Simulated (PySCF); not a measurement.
Gas-phase reaction: SnH4 + 6 F + 3 SnF2 = 4 SnHF3

Computed with PySCF (xtb for GFN2) and rigid-rotor harmonic-oscillator thermochemistry at 1 bar. † marks an energy on the PBE0/def2-TZVP geometry and frequencies; other levels use their own. CCSD(T) freezes the core. Open shells (unrestricted): F (multiplicity 2, electronic degeneracy 6); the rest are closed-shell singlets. GFN2 has no spin-polarisation term. Spin-orbit splitting is ignored; it lowers the true energy and changes the entropy of F. Sn: scalar-relativistic def2 core potential, no spin-orbit coupling. SnHF3: computed as isolated molecules; such fragments, hydroxides, amides, oligomers or adducts are transient or little studied in the gas. CCSD(T) isn't extrapolated to the basis-set limit; its ΔH°(298 K) is -2010.1 kJ in def2-SVP and -2145.1 kJ in def2-TZVPP. The harmonic model lacks anharmonicity and excited electronic states, which grow with temperature; levels with a mode under 35 cm⁻¹ are left out.

ΔH° and ΔS° at 298 K: CCSD(T)/def2-TZVPP† -2145 kJ, -788 J/K; GFN2-xTB -1333 kJ, -723 J/K; PBE/def2-TZVP† -2231 kJ, -788 J/K; PBE0/def2-QZVP† -2147 kJ, -788 J/K; PBE0/def2-SVP† -2033 kJ, -788 J/K.

Problem. With the heat capacities included, give log10 K (1 bar) at 500, 800, 1600, 2000, 2500 K from CCSD(T)/def2-TZVPP†, GFN2-xTB, PBE/def2-TZVP†, PBE0/def2-QZVP†, PBE0/def2-SVP†.

Solution. 
```
T (K)  CCSD(T)/def2-TZVPP†  GFN2-xTB  PBE/def2-TZVP†  PBE0/def2-QZVP†  PBE0/def2-SVP†
-----  -------------------  --------  --------------  ---------------  --------------
500                  182.9     101.6           191.9            183.1           171.2
800                   99.0      49.7           104.6             99.1            91.6
1600                  29.3       7.0            32.1             29.3            25.6
2000                  15.4      -1.5            17.7             15.5            12.5
2500                   4.4      -8.1             6.2              4.5             2.1
```
